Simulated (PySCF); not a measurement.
# AsSF3: from structure and modes to constants

These are results of PBE/[As def2-SVP, S def2-SVP, F def2-SVP], no relativity, density fitting, PySCF, not measurements.

The singlet minimum has C3v symmetry. Masses (u): As 74.92160, S 31.97207, F 18.99840.

```xyz
5
charge 0 multiplicity 1, angstrom
As    0.0801    0.0000   -0.0474
S    -1.6521    0.0000    0.9783
F     0.4384    1.2994   -1.1315
F     0.4384   -1.2994   -1.1315
F     1.5852    0.0000    0.8051
```

Harmonic wavenumbers (cm⁻¹): 185.5 (e, ×2), 251.7 (e, ×2), 302.8 (a1, ×1), 545.3 (a1, ×1), 709.8 (e, ×2), 721.8 (a1, ×1).

**Question.** What is the harmonic zero-point energy?

**Answer.** Half the sum of all 9 wavenumbers, 3864/2 = 1932 cm⁻¹, which is 23.1 kJ/mol (1 cm⁻¹ = 0.0119627 kJ/mol).

**Question.** Find the vibrational entropy and heat capacity at 298.15 K.

**Answer.** With u = 1.43878 ω/T, each mode gives S = R[u/(eᵘ−1) − ln(1−e⁻ᵘ)] and C = R u² eᵘ/(eᵘ−1)².
```json
{"ω (cm⁻¹)": "185.5 (×2)", "u": "0.895", "S (J/(mol K))": "9.51", "C (J/(mol K))": "7.78"}
{"ω (cm⁻¹)": "251.7 (×2)", "u": "1.215", "S (J/(mol K))": "7.19", "C (J/(mol K))": "7.36"}
{"ω (cm⁻¹)": "302.8", "u": "1.461", "S (J/(mol K))": "5.86", "C (J/(mol K))": "6.98"}
{"ω (cm⁻¹)": "545.3", "u": "2.631", "S (J/(mol K))": "2.32", "C (J/(mol K))": "4.81"}
{"ω (cm⁻¹)": "709.8 (×2)", "u": "3.425", "S (J/(mol K))": "1.23", "C (J/(mol K))": "3.39"}
{"ω (cm⁻¹)": "721.8", "u": "3.483", "S (J/(mol K))": "1.18", "C (J/(mol K))": "3.30"}
```
The sums over all modes are S = 45.2 and C = 52.2 J/(mol K); the softest mode gives 21 % of the entropy (each member, where degenerate).

Only a few start shapes were tried, so a lower isomer may exist.
